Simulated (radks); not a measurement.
The numbers below are computed, except where a source is named.
Fe2+, 24 electrons, occupied as [Ar] 3d6. Level of theory: non-relativistic Kohn-Sham, SCAN, spin-unpolarised, spherical densities, point nucleus; meta-GGA in the generalised Kohn-Sham scheme (a radial shooting solver on a logarithmic mesh with Libxc functionals).

Local quantities along the radius. ELF = 1/(1 + alpha^2) is the electron localisation function; alpha = (tau - tau_W)/tau_unif compares the Pauli kinetic energy density with that of the uniform gas.

```
   r/bohr * ELF (the largest magnitude, 1, reaches the edge; | marks zero)
 0.003799 |                                                      *
 0.004987 |                                                      *
 0.006545 |                                                      *
 0.008591 |                                                      *
  0.01128 |                                                      *
   0.0148 |                                                      *
  0.01927 |                                                      *
   0.0253 |                                                      *
  0.03321 |                                                     *
  0.04359 |                                                  *
  0.05721 |                                        *
  0.07509 |                     *
  0.09857 |              *
   0.1294 |                         *
   0.1698 |                                        *
   0.2229 |                                            *
   0.2926 |                                  *
    0.384 |          *
   0.5041 |                *
   0.6617 |                                      *
   0.8685 |                                          *
     1.14 |                                  *
    1.484 |                 *
    1.948 |    *
    2.557 |*
    3.357 *
    4.406 *
    5.783 *
```

On this mesh the ELF has minima near r = 0.099, 0.44 bohr, which separate the shells, and maxima near 0.22 (0.82), 0.87 (0.78).
